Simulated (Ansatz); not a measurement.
Molecule: ReO (charge 0, quartet). The spin state was set by rule; other spins were not relaxed. 
Structure (B3LYP-D3(BJ)/def2-TZVP (Ansatz, a first-principles code) minimum search):
SMILES: [O]=[Re]
```xyz
2

Re     0.0000     0.0000    -0.1628
O      0.0000     0.0000     1.5259
```
Charge 0, spin multiplicity 4.

Parts of the frozen-core correlation energy in def2-SVP (Ansatz, hartree). Frozen orbitals: 5; correlated occupied orbitals by spin: 8 and 5; virtual: 33 and 36. Open shells are spin-unrestricted. No spin-orbit coupling. Past Kr the def2 sets carry scalar-relativistic core potentials.

| term | value |
|---|---|
| reference (HF) | -152.25748 |
| MP2 opposite-spin | (withheld) |
| MP2 same-spin | (withheld) |
| CCSD correlation | (withheld) |
| (T) | -0.01607 |
| CCSDT minus CCSD(T) | -0.00417 |
| T1 diagnostic | 0.096 |
| largest doubles amplitude | 0.116 |
| <S^2> of the reference | 4.499 |

### Question
What belongs in the gaps?

### Answer

- MP2 opposite-spin, value: -0.19136
- MP2 same-spin, value: -0.10308
- CCSD correlation, value: -0.33591
